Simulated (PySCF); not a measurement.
## Cost of excited-state runs on `CC(=C)C1=CC=C(OC)C=C1`, C10H12O

Cartesian coordinates in Å; atom numbers follow the order of the lines, from 1:
```xyz
23

C    -3.754   -1.117    0.869
C    -3.092   -0.078    0.335
C    -3.843    1.072   -0.273
C    -1.611   -0.006    0.331
C    -0.818   -1.160    0.382
C     0.573   -1.102    0.396
C     1.220    0.139    0.351
O     2.558    0.305    0.358
C     3.377   -0.826    0.433
C     0.446    1.303    0.280
C    -0.938    1.227    0.264
H    -3.238   -1.942    1.366
H    -4.845   -1.163    0.839
H    -4.920    0.859   -0.320
H    -3.483    1.294   -1.290
H    -3.714    1.993    0.320
H    -1.299   -2.140    0.388
H     1.143   -2.031    0.428
H     4.414   -0.465    0.438
H     3.238   -1.494   -0.436
H     3.197   -1.405    1.356
H     0.961    2.265    0.238
H    -1.509    2.156    0.212
```

PySCF with density fitting, on 1 thread of an Intel Xeon 6975P-C, shared host. Command: `OMP_NUM_THREADS=1 python excited_run.py task.json out`

(1) How long does each of these runs take, and how much memory?
- first hyperpolarisability, CAM-B3LYP/def2-SVPD; usual settings
- excited states, CAM-B3LYP/def2-SVPD; Tamm-Dancoff; spin-orbit couplings; 6 states; 5 triplets; quadratic response for 4 states; IEF-PCM tetrahydrofuran
- excited states, CAM-B3LYP/def2-SVPD; Tamm-Dancoff; spin-orbit couplings; 6 states; 5 triplets; quadratic response for 4 states
- excited states, CAM-B3LYP/def2-SVPD; two-photon moments; 8 states; quadratic response for 6 states; 0 triplets

Results:

(1) 
| run | level | basis functions | wall time | peak memory (GiB) |
| --- | --- | --- | --- | --- |
| first hyperpolarisability | CAM-B3LYP/def2-SVPD | 319 | 88 s | 1.5 |
| excited states | CAM-B3LYP/def2-SVPD | 319 | 95 s | 1.6 |
| excited states | CAM-B3LYP/def2-SVPD | 319 | 91 s | 1.5 |
| excited states | CAM-B3LYP/def2-SVPD | 319 | 120 s | 1.5 |

Times from a shared host are rough.
